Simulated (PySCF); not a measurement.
Members of one family of related compounds. Computed, not measured: PySCF, TDDFT CAM-B3LYP/def2-SVPD, vertical, gas phase, core orbitals frozen in the response. Geometries: PBE0-D3(BJ)/def2-SVP; one conformer of each isolated species. Triplets are in the Tamm–Dancoff approximation. 'Strongest' means the level of largest summed f among the lowest 10 singlets; it needn't be the same kind of state in each.

Question: Rank by computed HOMO energy, highest first.
A. `CC(=O)O[C@H]1CC[SiH2]C1`
B. `C=CC[C@H]1CC[SiH2]C1`
C. `O=S(=O)(O)[C@H]1CC[SiH2]C1`
D. `COC[C@H]1CC[SiH2]C1`

Answer: B (-8.71 eV), D (-8.90 eV), A (-9.37 eV), C (-10.00 eV).

```
                    SMILES  HOMO (eV)  f (S1)  α (au)  S1 (eV)  f (strongest)  LUMO (eV)    S1 mainly
      C=CC[C@H]1CC[SiH2]C1      -8.71   0.130   108.9     7.28           0.34       1.23    H→L (44%)
       COC[C@H]1CC[SiH2]C1      -8.90   0.031   102.4     7.18           0.09       1.28    H→L (51%)
   CC(=O)O[C@H]1CC[SiH2]C1      -9.37   0.001   102.2     5.93           0.17       1.10  H→L+2 (54%)
O=S(=O)(O)[C@H]1CC[SiH2]C1     -10.00   0.036    98.8     7.92           0.05       0.53    H→L (40%)
```

H and L stand for HOMO and LUMO.

Without π bonds the low states are Rydberg-like; a valence basis with one diffuse set may place them up to an eV too high.
